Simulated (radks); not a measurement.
Effect of the nuclear size on the dysprosium ion Dy3+, [Xe] 4f9. Calculated with a radial shooting solver on a logarithmic mesh with Libxc functionals: Dirac Kohn-Sham, LDA (Slater exchange, Perdew-Wang correlation), spin-unpolarised, spherical densities, finite nucleus; open shells are shared between the two j in proportion to 2j + 1; Fermi nuclear charge, rms radius 5.2218 fm. The rms radius is varied about that value; shifts are against it.

rms radius (fm)  total energy shift (eV)  density at nucleus (e/bohr^3)  1s1/2 shift (meV)  2s1/2 shift (meV)  4p1/2 shift (meV)  5s1/2 shift (meV)  5p1/2 shift (meV)  4f7/2 shift (meV)  6s1/2 (empty) shift (meV)
4.4542                             -7.13                      7.698e+05              -2930               -384              0.308              -3.28              0.125              0.440                     -0.608
4.9189                             -2.91                      7.493e+05              -1200               -157              0.125              -1.34              0.051              0.180                     -0.248
5.2218                                 0                      7.373e+05              0.000              0.000              0.000              0.000              0.000              0.000                      0.000
5.4046                              1.82                      7.304e+05                748               98.1             -0.078              0.836             -0.032             -0.112                      0.155
6.2453                              10.8                      7.022e+05               4430                580             -0.461               4.95             -0.189             -0.664                      0.918

Slopes of the eigenvalues against <r^2> in GHz/fm^2, as finite differences over the two radii next to the reference (eigenvalue slopes, not the field-shift constants of lines): 1s1/2 93900, 2s1/2 12300, 4p1/2 -9.82, 5s1/2 105, 5p1/2 -4.00, 4f7/2 -14.1, 6s1/2 (empty) 19.5.
